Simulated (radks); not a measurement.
Spherical quantum dot in the effective-mass picture: electrons in a parabolic well V = omega^2 r^2 / 2 with omega = 2.44, with a point charge +1 (a donor) at the centre, all in effective atomic units (hartree* = m*/eps^2 hartree, bohr* = eps/m* bohr), one dielectric constant everywhere. Calculated with a radial shooting solver with Libxc functionals: non-relativistic Kohn-Sham, LDA (Slater exchange, Perdew-Wang correlation), spin-polarised, spherical densities. Levels are named by radial order and angular momentum (1s, 1p, 1d, 2s, ...), and open shells are averaged over m. Results are scaled to m* = 0.057 and eps = 8.1, for which hartree* = 23.64 meV and bohr* = 7.52 nm.

N = 9, configuration 1s2 1p6 2s(up 1, down 0). This is the lowest configuration that the search found. Occupied and some empty levels:

level    occupation  eigenvalue (meV)  <r> (nm)
1s up             1            233.51     5.741
1s down           1            235.07     5.799
1p up             3            283.94     8.049
1p down           3            284.74     8.043
2s up             1            325.26     8.487
2s down           0            327.33     8.495
1d up             0            330.77     9.528
1d down           0            331.66     9.513
1f up             0            378.96     10.71
1f down           0            379.99     10.70
2p up             0            382.56     9.842
2p down           0            383.75     9.875
1g up             0            428.71     11.74
1g down           0            429.80     11.74

Energy (meV): total 1697.76, kinetic 521.46, external 476.13, Hartree 848.64, exchange-correlation -148.48.

Electron density:

r (nm)  n(r) (e/nm^3)
0.735        0.006836
1.55         0.005518
2.37         0.004517
3.19         0.003774
4.01         0.003224
4.83         0.002795
5.65         0.002430
6.46         0.002083
7.28         0.001737
8.10         0.001393
8.92         0.001062
9.74        0.0007660
10.6        0.0005201
11.4        0.0003316
12.2        0.0001980
13.0        0.0001113
13.8       0.00005820
14.6       0.00002849
15.5       0.00001304
16.3        5.587e-06
